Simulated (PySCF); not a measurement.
BrHMoOS₂, SMILES [OH][Mo](=[S])(=[S])[Br], multiplicity 1. Heavy atoms are numbered as in [Mo:1](=[S:2])(=[S:3])([Br:4])[OH:5]. Hydrogens are named by the atom that carries them.

Geometry: B3LYP-D3(BJ)/def2-SVP. A frequency run showed that this geometry is not a minimum. The spin state was assumed, not searched. The def2 effective core potentials stand for the cores of Mo; spin–orbit coupling is left out. The values are those of a single conformer.

All values below come from r2SCAN/def2-TZVP (PySCF).

Atomic charges (e), one atom of each kind:

| atom | Löwdin | Mulliken |
|---|---|---|
| Mo1 | -0.40 | 1.25 |
| S2 | 0.17 | -0.33 |
| Br4 | 0.13 | -0.28 |
| O5 (OH) | -0.26 | -0.67 |
| H on O5 | 0.19 | 0.37 |
